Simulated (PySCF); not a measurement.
C3H5ClOSi, SMILES [Si@@H]1(Cl)CC=CO1.

Geometry: B3LYP-D3(BJ)/def2-SVP. The structure was generated by enumeration; whether it is a known compound was not checked. One conformer was computed; it need not be the lowest.

Two levels are set side by side: PBE/def2-TZVP (PySCF) and PBE0/def2-TZVP (PySCF). Same geometry, gas phase. Differences are taken from unrounded values.

```
quantity                      PBE0    PBE  PBE minus PBE0
---------------------------  -----  -----  --------------
orbital gap (eV)              7.09   4.90           -2.19
highest occupied level (eV)  -6.79  -5.62            1.17
lowest empty level (eV)       0.30  -0.72           -1.02
dipole moment (D)             1.98   1.87           -0.11
mean polarisability (bohr³)   69.4   71.8             2.4
```

PBE's occupied levels lie high since its potential decays too fast outside the molecule; exact exchange lowers them and widens the gap. PBE's more diffuse valence density responds more strongly to a field. Differences between two approximate levels are no errors against the true value.

Rough cost on one machine, each run with all the roots and properties that it gave: PBE0 against PBE within a factor of 2.
